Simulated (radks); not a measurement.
Problem. The mean radii <r> (bohr) of the occupied orbitals of an atom or ion are listed with their occupations. Method: scalar-relativistic Kohn-Sham, LDA (Slater exchange, Perdew-Wang correlation), spin-polarised, spherical densities, point nucleus; computed with a radial shooting solver on a logarithmic mesh with Libxc functionals.

orbital  occ.      <r>
1s up       1  0.03706
1s down     1  0.03705
2s up       1   0.1581
2s down     1   0.1583
2p up       3   0.1368
2p down     2   0.1370
5d up       1    1.084

Name the element and its charge. Open shells, if any, are filled with parallel spins first.

Solution. Z = 40, zirconium, charge +30: Zr30+ in [He] 2s2 2p5 5d1. The 1s radius gives Z: for a bare nucleus <r> = (2 gamma + 1)/(2Z) with gamma = sqrt(1 - (Z/c)^2), 0.03641 bohr for Z = 40, and screening makes it slightly larger (0.03706 here). The occupations add up to 10, and the charge is Z minus that.
